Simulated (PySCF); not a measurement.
PySCF input (TPSSh/def2-TZVPD):

```python
from pyscf import gto, scf, dft

mol = gto.M(
    atom='''
    C    -1.59854954   -0.49042414   -0.27468231
    Si    0.25298279   -0.22799580   -0.24605654
    F     0.77413874   -0.44862135    1.25603515
    F     0.55373608    1.30874576   -0.59894665
    H    -1.84505168   -1.51241822    0.01354687
    H    -1.99759743   -0.29610403   -1.27032870
    H    -2.05868609    0.20188856    0.43587070
    ''',
    basis='def2-tzvpd',
    charge=0,
    spin=1,
    verbose=4,
)

mf = dft.UKS(mol, xc='tpssh').density_fit(auxbasis='def2-universal-jkfit')
mf.grids.level = 3
mf.conv_tol = 1e-9
mf.max_cycle = 100
mf.max_memory = 1500
mf.kernel()
if not mf.converged:
    mf = mf.newton()
    mf.kernel(mf.make_rdm1())
for _ in range(2):
    mo, _, stable, _ = mf.stability(return_status=True)
    if stable:
        break
    mf.kernel(mf.make_rdm1(mo, mf.mo_occ))
mf.analyze()
```

End of the output:

```
Extra cycle  E= -529.31192931335  delta_E= 1.03e-10  |g|= 2.37e-05  |ddm|= 1.83e-05
converged SCF energy = -529.31192931335  <S^2> = 0.75184641  2S+1 = 2.0018456
uhf_internal: lowest eigs of H = [0.38629993 0.39907444 0.41016074]
<class 'pyscf.df.df_jk.DFUKS'> wavefunction is stable in the internal stability analysis
**** SCF Summaries ****
Total Energy =                        -529.311929313350220
Nuclear Repulsion Energy =             171.209509363051950
One-electron Energy =                -1074.028127851623822
Two-electron Energy =                  373.506689175221709
Two-electron Coulomb Energy =          422.034479100713156
DFT Exchange-Correlation Energy =      -48.527789925491462
HOMO-LUMO gap [eV] =                     2.850689818437234
**** MO energy ****
                             alpha | beta                alpha | beta
MO #1   energy= -66.0501228712365  | -66.0469591444732  occ= 1 | 1
MO #2   energy= -24.6034104897547  | -24.6013106799291  occ= 1 | 1
MO #3   energy= -24.6033824239543  | -24.601282543211   occ= 1 | 1
MO #4   energy= -10.1243172328257  | -10.121560226316   occ= 1 | 1
MO #5   energy= -5.27365770338929  | -5.26992963767405  occ= 1 | 1
MO #6   energy= -3.62297540591959  | -3.61961109909457  occ= 1 | 1
MO #7   energy= -3.62203481560476  | -3.61729309371398  occ= 1 | 1
MO #8   energy= -3.61907013674767  | -3.61400074371941  occ= 1 | 1
MO #9   energy= -1.18054666073932  | -1.17631320562364  occ= 1 | 1
MO #10  energy= -1.16366296279684  | -1.15947266345582  occ= 1 | 1
MO #11  energy= -0.71017801895475  | -0.704006516963631 occ= 1 | 1
MO #12  energy= -0.538451037116431 | -0.529028876521825 occ= 1 | 1
MO #13  energy= -0.476697925878395 | -0.471932152988982 occ= 1 | 1
MO #14  energy= -0.4480536395047   | -0.440808261123142 occ= 1 | 1
MO #15  energy= -0.443719189859452 | -0.437983142820335 occ= 1 | 1
MO #16  energy= -0.424103379586048 | -0.420272156397235 occ= 1 | 1
MO #17  energy= -0.41151468092343  | -0.407274455521302 occ= 1 | 1
MO #18  energy= -0.4078410816895   | -0.40346228022661  occ= 1 | 1
MO #19  energy= -0.394406770072001 | -0.39313991863791  occ= 1 | 1
MO #20  energy= -0.364480399221489 | -0.350226253457762 occ= 1 | 1
MO #21  energy= -0.221484344322754 | -0.116723424892115 occ= 1 | 0
MO #22  energy= 0.00373125768590077 | 0.00881699228181938 occ= 0 | 0
MO #23  energy= 0.00676632808649099 | 0.0255951464361502 occ= 0 | 0
MO #24  energy= 0.0109789293389282 | 0.0258153497813522 occ= 0 | 0
MO #25  energy= 0.0424767055143557 | 0.0574891048251027 occ= 0 | 0
MO #26  energy= 0.062237027455146  | 0.0683001986714357 occ= 0 | 0
MO #27  energy= 0.0654794427326072 | 0.0698201318379911 occ= 0 | 0
MO #28  energy= 0.0762117594155424 | 0.0815898169679243 occ= 0 | 0
MO #29  energy= 0.0807308530760456 | 0.0907802106638143 occ= 0 | 0
MO #30  energy= 0.0987450498318261 | 0.104128553611688  occ= 0 | 0
MO #31  energy= 0.101461754877837  | 0.106168774871724  occ= 0 | 0
MO #32  energy= 0.109241875327335  | 0.113072544837041  occ= 0 | 0
MO #33  energy= 0.125504337415678  | 0.130699797067717  occ= 0 | 0
MO #34  energy= 0.139111698887928  | 0.149554362855144  occ= 0 | 0
MO #35  energy= 0.147958425215285  | 0.154738112909704  occ= 0 | 0
MO #36  energy= 0.152676857836034  | 0.159781794951261  occ= 0 | 0
MO #37  energy= 0.166857225427352  | 0.173650257440766  occ= 0 | 0
MO #38  energy= 0.175431844434832  | 0.18647484952836   occ= 0 | 0
MO #39  energy= 0.178943814509156  | 0.187463346444164  occ= 0 | 0
MO #40  energy= 0.19685048696675   | 0.205876300585093  occ= 0 | 0
MO #41  energy= 0.210592270186449  | 0.216869256670704  occ= 0 | 0
MO #42  energy= 0.212148814974737  | 0.222247385617278  occ= 0 | 0
MO #43  energy= 0.242793651283658  | 0.248805608067389  occ= 0 | 0
MO #44  energy= 0.253536910337783  | 0.255712312631098  occ= 0 | 0
MO #45  energy= 0.253837090841312  | 0.257599662809011  occ= 0 | 0
MO #46  energy= 0.259313963624084  | 0.265611843533826  occ= 0 | 0
MO #47  energy= 0.269607778961029  | 0.277185835751034  occ= 0 | 0
MO #48  energy= 0.2815639703858    | 0.288264501881965  occ= 0 | 0
MO #49  energy= 0.304904200036275  | 0.308377604687515  occ= 0 | 0
MO #50  energy= 0.306323913642697  | 0.313336981218007  occ= 0 | 0
MO #51  energy= 0.319205417077635  | 0.324610515285962  occ= 0 | 0
MO #52  energy= 0.33058837456916   | 0.336371006926212  occ= 0 | 0
MO #53  energy= 0.33377138227828   | 0.338352769239988  occ= 0 | 0
MO #54  energy= 0.345955865660045  | 0.351743515014717  occ= 0 | 0
MO #55  energy= 0.353056741265494  | 0.356741593376158  occ= 0 | 0
MO #56  energy= 0.377505733186887  | 0.38362599893427   occ= 0 | 0
MO #57  energy= 0.398295788955902  | 0.40229493394405   occ= 0 | 0
MO #58  energy= 0.399507149836888  | 0.409379410633478  occ= 0 | 0
MO #59  energy= 0.412316435569119  | 0.427044620508887  occ= 0 | 0
MO #60  energy= 0.412814125254624  | 0.428305925456267  occ= 0 | 0
MO #61  energy= 0.45200060680585   | 0.457760511221101  occ= 0 | 0
MO #62  energy= 0.467767949539923  | 0.470619161060199  occ= 0 | 0
MO #63  energy= 0.472422439324097  | 0.48754460640572   occ= 0 | 0
MO #64  energy= 0.489806007707717  | 0.493676466162801  occ= 0 | 0
MO #65  energy= 0.52153396805025   | 0.52607175112793   occ= 0 | 0
MO #66  energy= 0.559773479721772  | 0.563320683873565  occ= 0 | 0
MO #67  energy= 0.579611251418752  | 0.587100531949293  occ= 0 | 0
MO #68  energy= 0.587410892124267  | 0.590142784352235  occ= 0 | 0
MO #69  energy= 0.610718877722274  | 0.615466408136139  occ= 0 | 0
MO #70  energy= 0.612338010808724  | 0.615542331700469  occ= 0 | 0
MO #71  energy= 0.634828903787627  | 0.635375351286671  occ= 0 | 0
MO #72  energy= 0.640616292672241  | 0.644967520996505  occ= 0 | 0
MO #73  energy= 0.645778741588641  | 0.648199580796809  occ= 0 | 0
MO #74  energy= 0.66620086146911   | 0.669490023089321  occ= 0 | 0
MO #75  energy= 0.675489121226571  | 0.680423636535361  occ= 0 | 0
MO #76  energy= 0.680197280807147  | 0.684514183830029  occ= 0 | 0
MO #77  energy= 0.68620504752785   | 0.691060586827249  occ= 0 | 0
MO #78  energy= 0.69183069062218   | 0.698707704486725  occ= 0 | 0
MO #79  energy= 0.70684712542858   | 0.71287810023219   occ= 0 | 0
MO #80  energy= 0.732478229631737  | 0.737471544822826  occ= 0 | 0
MO #81  energy= 0.75072162939156   | 0.760601852548218  occ= 0 | 0
MO #82  energy= 0.78669252963047   | 0.793798023921734  occ= 0 | 0
MO #83  energy= 0.881396491244595  | 0.887083356991731  occ= 0 | 0
MO #84  energy= 0.88618428311628   | 0.892488057493031  occ= 0 | 0
MO #85  energy= 0.946133107658203  | 0.952753504489449  occ= 0 | 0
MO #86  energy= 0.976287324338451  | 0.985482637289046  occ= 0 | 0
MO #87  energy= 0.994626087702344  | 1.00124066964557   occ= 0 | 0
MO #88  energy= 1.0123571227195    | 1.0192102897969    occ= 0 | 0
MO #89  energy= 1.02931861420785   | 1.03417705384229   occ= 0 | 0
MO #90  energy= 1.03777064601891   | 1.04659812390869   occ= 0 | 0
MO #91  energy= 1.0525475636377    | 1.05468227401534   occ= 0 | 0
MO #92  energy= 1.0797266032863    | 1.08683473457969   occ= 0 | 0
MO #93  energy= 1.0922986629607    | 1.10020902899905   occ= 0 | 0
MO #94  energy= 1.0942082575064    | 1.10029848642044   occ= 0 | 0
MO #95  energy= 1.11705461884565   | 1.12890474685404   occ= 0 | 0
MO #96  energy= 1.14754396749776   | 1.15077383599389   occ= 0 | 0
MO #97  energy= 1.2170528758151    | 1.2226365630133    occ= 0 | 0
MO #98  energy= 1.22545271887381   | 1.23247449294211   occ= 0 | 0
MO #99  energy= 1.28270776640071   | 1.29090254161787   occ= 0 | 0
MO #100 energy= 1.33322247599669   | 1.34237078057035   occ= 0 | 0
MO #101 energy= 1.36320329266071   | 1.36634250688872   occ= 0 | 0
MO #102 energy= 1.3817350029047    | 1.39393185076166   occ= 0 | 0
MO #103 energy= 1.40297574085569   | 1.42136391521764   occ= 0 | 0
MO #104 energy= 1.42199270992201   | 1.43343130135333   occ= 0 | 0
[...]
```

It need not be the lowest isomer of its formula.
